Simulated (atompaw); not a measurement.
# Logarithmic derivatives: iron, PAW (atompaw)

* Element: Fe
* Generator: atompaw 4.2.0.5
* Type: PAW
* Functional: PBE
* Relativity: scalar-relativistic
* Frozen core: [Ne] 3s2
* Valence charge: 14
* Reference configuration: 3p6 3d6 4s2 4p0
* Partial waves: 4s (bound): rc 3.00 bohr; 4s channel at 1.3 Ry: rc 3.00 bohr; 3p (bound): rc 1.15 bohr; 4p (bound, empty): rc 3.00 bohr; 3d (bound): rc 1.15 bohr; 3d channel at -0.2 Ry: rc 1.15 bohr
* Local potential: troulliermartins scheme with l = 3 at 0.5 Ry, radius 2.65 bohr
* Core correction: smooth core density matched at 2.40 bohr
* Augmentation charge: sinc compensation charge, radius 2.30 bohr; PAW radius 3.00 bohr; waves and projectors: custom rrkj vanderbiltortho

The phase is arctan(r·u′/u) with u = r·R(r), unwrapped; energies in Ry, scanned from -6 to 5 Ry. A pole is an energy at which the radial function vanishes at the test radius. The pseudo phase is shifted by a multiple of π to meet the all-electron one at the reference energy, and phase errors are pseudo minus all-electron; the curves can meet again beyond the range given. Levels narrower than the energy grid can be missing from the lists of poles.

Task: For each channel, where are the poles, and over which energies does the pseudopotential scatter like the atom?

Result:

```
channel  radius (bohr)  reference energy (Ry)  poles, all-electron  poles, pseudo  unbroken range about the reference energy with phases within 0.05 rad  phase error 1 Ry above the reference energy (rad)
      s           3.02                  -0.39                 0.61     0.61, 3.51                                                              below 2.5                                             -0.000
      p           3.02                  -0.10          -4.42, 1.42    -4.42, 1.35                                                              below 2.4                                             -0.008
      d           3.02                  -0.55          -0.49, 2.89    -0.49, 2.92                                                              below 4.6                                             +0.000
```

Phases in the p channel:

```json
{"E (Ry)": "-6.00", "all-electron": "1.431", "pseudo": "1.431"}
{"E (Ry)": "-5.76", "all-electron": "1.428", "pseudo": "1.427"}
{"E (Ry)": "-5.52", "all-electron": "1.424", "pseudo": "1.424"}
{"E (Ry)": "-5.28", "all-electron": "1.421", "pseudo": "1.420"}
{"E (Ry)": "-5.04", "all-electron": "1.417", "pseudo": "1.416"}
{"E (Ry)": "-4.80", "all-electron": "1.412", "pseudo": "1.411"}
{"E (Ry)": "-4.56", "all-electron": "1.404", "pseudo": "1.404"}
{"E (Ry)": "-4.32", "all-electron": "-1.730", "pseudo": "-1.730"}
{"E (Ry)": "-4.08", "all-electron": "-1.741", "pseudo": "-1.741"}
{"E (Ry)": "-3.84", "all-electron": "-1.747", "pseudo": "-1.748"}
{"E (Ry)": "-3.60", "all-electron": "-1.754", "pseudo": "-1.755"}
{"E (Ry)": "-3.36", "all-electron": "-1.762", "pseudo": "-1.762"}
{"E (Ry)": "-3.12", "all-electron": "-1.770", "pseudo": "-1.771"}
{"E (Ry)": "-2.88", "all-electron": "-1.780", "pseudo": "-1.780"}
{"E (Ry)": "-2.64", "all-electron": "-1.790", "pseudo": "-1.791"}
{"E (Ry)": "-2.40", "all-electron": "-1.803", "pseudo": "-1.804"}
{"E (Ry)": "-2.16", "all-electron": "-1.819", "pseudo": "-1.819"}
{"E (Ry)": "-1.92", "all-electron": "-1.837", "pseudo": "-1.838"}
{"E (Ry)": "-1.68", "all-electron": "-1.860", "pseudo": "-1.861"}
{"E (Ry)": "-1.44", "all-electron": "-1.889", "pseudo": "-1.891"}
{"E (Ry)": "-1.20", "all-electron": "-1.929", "pseudo": "-1.931"}
{"E (Ry)": "-0.96", "all-electron": "-1.987", "pseudo": "-1.988"}
{"E (Ry)": "-0.72", "all-electron": "-2.076", "pseudo": "-2.077"}
{"E (Ry)": "-0.48", "all-electron": "-2.232", "pseudo": "-2.233"}
{"E (Ry)": "-0.24", "all-electron": "-2.556", "pseudo": "-2.556"}
{"E (Ry)": "0.00", "all-electron": "-3.244", "pseudo": "-3.245"}
{"E (Ry)": "0.24", "all-electron": "-3.974", "pseudo": "-3.978"}
{"E (Ry)": "0.48", "all-electron": "-4.331", "pseudo": "-4.337"}
{"E (Ry)": "0.72", "all-electron": "-4.502", "pseudo": "-4.509"}
{"E (Ry)": "0.96", "all-electron": "-4.601", "pseudo": "-4.610"}
{"E (Ry)": "1.20", "all-electron": "-4.667", "pseudo": "-4.677"}
{"E (Ry)": "1.44", "all-electron": "-4.716", "pseudo": "-4.730"}
{"E (Ry)": "1.68", "all-electron": "-4.757", "pseudo": "-4.774"}
{"E (Ry)": "1.92", "all-electron": "-4.794", "pseudo": "-4.817"}
{"E (Ry)": "2.16", "all-electron": "-4.831", "pseudo": "-4.863"}
{"E (Ry)": "2.40", "all-electron": "-4.871", "pseudo": "-4.916"}
{"E (Ry)": "2.64", "all-electron": "-4.917", "pseudo": "-4.987"}
{"E (Ry)": "2.88", "all-electron": "-4.977", "pseudo": "-5.095"}
{"E (Ry)": "3.12", "all-electron": "-5.061", "pseudo": "-5.291"}
{"E (Ry)": "3.36", "all-electron": "-5.199", "pseudo": "-5.724"}
{"E (Ry)": "3.60", "all-electron": "-5.463", "pseudo": "-6.559"}
{"E (Ry)": "3.84", "all-electron": "-6.027", "pseudo": "-7.173"}
{"E (Ry)": "4.08", "all-electron": "-6.800", "pseudo": "-7.438"}
{"E (Ry)": "4.32", "all-electron": "-7.249", "pseudo": "-7.570"}
{"E (Ry)": "4.56", "all-electron": "-7.459", "pseudo": "-7.648"}
{"E (Ry)": "4.80", "all-electron": "-7.573", "pseudo": "-7.699"}
```
